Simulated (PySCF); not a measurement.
H4P (SMILES [PH4+]), charge +1, singlet, at a GFN2-xTB geometry; SVWN5/def2-SVP run with PySCF.

The PySCF input:
```python
from pyscf import gto, scf, dft

mol = gto.Mole()
mol.atom = '''
    P    -0.00000000   -0.00000000   -0.00000000
    H    -0.00987336    1.28259337   -0.49515063
    H     1.12686123   -0.65279636   -0.44086058
    H    -1.11826107   -0.66909633   -0.43831456
    H     0.00127320    0.03929932    1.37432577
'''
mol.basis = 'def2-svp'
mol.charge = 1
mol.verbose = 4
mol.build()

mf = dft.RKS(mol)
mf.xc = 'lda,vwn'
mf.kernel()
```

The log (banner, timings and long lists left out):

```
PySCF version 2.14.0

[INPUT] verbose = 4
[INPUT] num. atoms = 5
[INPUT] num. electrons = 18
[INPUT] charge = 1
[INPUT] spin (= nelec alpha-beta = 2S) = 0
[INPUT] symmetry False subgroup None
[INPUT] Mole.unit = angstrom
[INPUT] Symbol           X                Y                Z      unit          X                Y                Z       unit  Magmom
[INPUT]  1 P      0.000000000000   0.000000000000   0.000000000000 AA    0.000000000000   0.000000000000   0.000000000000 Bohr   0.0
[INPUT]  2 H     -0.009873360000   1.282593370000  -0.495150630000 AA   -0.018657946329   2.423750198483  -0.935699081106 Bohr   0.0
[INPUT]  3 H      1.126861230000  -0.652796360000  -0.440860580000 AA    2.129459105091  -1.233606335513  -0.833105755317 Bohr   0.0
[INPUT]  4 H     -1.118261070000  -0.669096330000  -0.438314560000 AA   -2.113207158063  -1.264408814652  -0.828294474809 Bohr   0.0
[INPUT]  5 H      0.001273200000   0.039299320000   1.374325770000 AA    0.002405999302   0.074264951682   2.597099311232 Bohr   0.0

nuclear repulsion = 24.5074148863116
number of shells = 20
number of NR pGTOs = 64
number of NR cGTOs = 38
basis = def2-svp
ecp = {}

******** <class 'pyscf.dft.rks.RKS'> ********
method = RKS
initial guess = minao
damping factor = 0
level_shift factor = 0
DIIS = <class 'pyscf.scf.diis.CDIIS'>
diis_start_cycle = 1
diis_space = 8
diis_damp = 0
SCF conv_tol = 1e-09
SCF conv_tol_grad = None
SCF max_cycles = 50
direct_scf = True
direct_scf_tol = 1e-13
XC library pyscf.dft.libxc version 7.1.2
    S. Lehtola, C. Steigemann, M. J. T. Oliveira, and M. A. L. Marques,  SoftwareX 7, 1–5 (2018)
XC functionals = lda,vwn
    P. A. M. Dirac,  Math. Proc. Cambridge Philos. Soc. 26, 376 (1930)
    F. Bloch,  Z. Phys. 57, 545 (1929)
    S. H. Vosko, L. Wilk, and M. Nusair,  Can. J. Phys. 58, 1200 (1980)
radial grids:
    Treutler-Ahlrichs [JCP 102, 346 (1995); DOI:10.1063/1.469408] (M4) radial grids

becke partition: Becke, JCP 88, 2547 (1988); DOI:10.1063/1.454033
pruning grids: <function nwchem_prune>
grids dens level: 3
symmetrized grids: False
atomic radii adjust function: <function treutler_atomic_radii_adjust>
small_rho_cutoff = 0
Set gradient conv threshold to 3.16228e-05
Initial guess from minao.
tot grids = 58416
init E= -342.222667099254
  HOMO = -0.416902673345983  LUMO = -0.0129527285148887  gap/eV = 10.99204
cycle= 1 E= -342.016483905328  delta_E= 0.206  |g|= 0.111  |ddm|= 1.77
  HOMO = -0.67454408135747  LUMO = -0.257085783380476  gap/eV = 11.35962
cycle= 2 E= -342.017415421497  delta_E= -0.000932  |g|= 0.0974  |ddm|= 0.289
  HOMO = -0.657904753653727  LUMO = -0.243390495547964  gap/eV = 11.27951
cycle= 3 E= -342.020194796605  delta_E= -0.00278  |g|= 0.00706  |ddm|= 0.142
  HOMO = -0.657066846969533  LUMO = -0.242760515351569  gap/eV = 11.27385
cycle= 4 E= -342.020212355164  delta_E= -1.76e-05  |g|= 0.000733  |ddm|= 0.0104
  HOMO = -0.657133110443114  LUMO = -0.242775677579234  gap/eV = 11.27524
cycle= 5 E= -342.020212556516  delta_E= -2.01e-07  |g|= 2.73e-05  |ddm|= 0.000933
  HOMO = -0.657119795961749  LUMO = -0.242765139451363  gap/eV = 11.27516
cycle= 6 E= -342.020212556795  delta_E= -2.79e-10  |g|= 2.43e-06  |ddm|= 4.56e-05
  HOMO = -0.657120546619251  LUMO = -0.242765782905582  gap/eV = 11.27517
Extra cycle  E= -342.020212556796  delta_E= -5.68e-13  |g|= 2.56e-06  |ddm|= 6.57e-06
converged SCF energy = -342.020212556796
```
